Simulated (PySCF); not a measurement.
## Working out the ionisation energy of Pd⁺

Pd⁺ [Kr] 4d9 (2D) → Pd²⁺ [Kr] 4d8 (3F). All numbers are calculated (PySCF 2.14, scalar relativity through the core potential, in def2-QZVPPD with the def2 core potential (28 electrons) (7s5p4d4f2g, 88 functions)). Frozen: nothing. Energies in hartree (1 hartree = 27.21139 eV):

| part | Pd⁺ (lower) | Pd²⁺ (upper) |
| --- | --- | --- |
| UHF | -126.802694 | -126.162579 |
| MP2 opposite-spin | -0.430218 | -0.379859 |
| MP2 same-spin | -0.194052 | -0.165285 |

Task: What does Hartree-Fock give?

Result: (-126.162579) − (-126.802694) = 0.640115 hartree = 17.418 eV.

Task: What do MP2 and SCS-MP2 (6/5 opposite-spin, 1/3 same-spin) give?

Result: The opposite-spin parts differ by 1.370 eV and the same-spin parts by 0.783 eV. MP2: 17.418 + (1.370) + (0.783) = 19.571 eV. SCS-MP2: 17.418 + 1.2 × (1.370) + (0.783)/3 = 19.323 eV.

Reference: 19.43 ± 0.12 eV (semi-empirical (NIST evaluation); NIST Atomic Spectra Database, ionization energies), between the lowest levels; spin-orbit coupling is absent from the calculation.

What remains against the reference includes basis incompleteness and correlation beyond second order.
